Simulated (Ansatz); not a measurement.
Ansatz results at the PBE0-D4/def2-TZVP geometry: HOMO–LUMO gap (PBE/def2-TZVPP) 3.15 eV; LUMO energy (PBE/def2-TZVPP) -2.25 eV; HOMO energy (PBE/def2-TZVPP) -5.40 eV.

Each molecule was computed in one conformer, which needn't be the lowest.

**Question.** Which molecule gave them?
A. `B[SiH2][SiH2]Cl`
B. `NCC1BC1`
C. `O[SiH]([AlH2])CF`
D. `BN(C)C=C`

**Answer.** B. The others give `O[SiH]([AlH2])CF`: 3.02, -3.07, -6.09; `BN(C)C=C`: 4.29, -1.48, -5.77; `B[SiH2][SiH2]Cl`: 4.33, -2.21, -6.54.
